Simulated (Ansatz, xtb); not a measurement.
Ranking isomers of C4H7BO

3 gas-phase structures of C4H7BO, from a drawn sample of its isomers (lower ones may exist). Each was relaxed with GFN2-xTB; where two conformers were screened, the lower at r2SCAN-D4/def2-SVP//GFN2-xTB is listed:

A. `B[C@@H]1O[C@@H]1C=C`, a singlet
B. `B[C@@]1(C=C)CO1`, a singlet
C. `B[C@@H]1O[C@H]1C=C`, a singlet

Problem. Estimate their order in r2SCAN-D4/def2-SVP//GFN2-xTB energy at these geometries, lowest first.

Solution. Calculated order at r2SCAN-D4/def2-SVP//GFN2-xTB: C (0.000), A (0.062), B (0.071) eV. Less than 1 kcal/mol parts A and B, so the order within that pair means little.

Energies above the lowest of each column, in eV; the last columns are at r2SCAN-D4/def2-SVP geometries:

| structure | GFN2-xTB | HF/STO-3G | r2SCAN-D4/def2-SVP//GFN2-xTB | r2SCAN-D4/def2-SVP | CCSD(T)/def2-SVP + ΔMP2/def2-TZVPP |
| --- | --- | --- | --- | --- | --- |
| C | 0.000 | 0.000 | 0.000 | 0.000 | 0.000 |
| A | 0.038 | 0.040 | 0.062 | 0.070 | 0.059 |
| B | 0.108 | 0.079 | 0.071 | 0.061 | 0.042 |

Every level run on C puts it lowest or level with the lowest. CCSD(T)/def2-SVP + ΔMP2/def2-TZVPP orders those it was run on as C (0.000), B (0.042), A (0.059) eV. Less than 1 kcal/mol parts C and B; B and A, so the order within those pairs means little. Flexible structures stand in one conformer each, not always the lowest. ΔMP2 is the change of the MP2 energy from the smaller to the larger basis.

Programs: Ansatz 0.2.0, xtb 6.7.1.
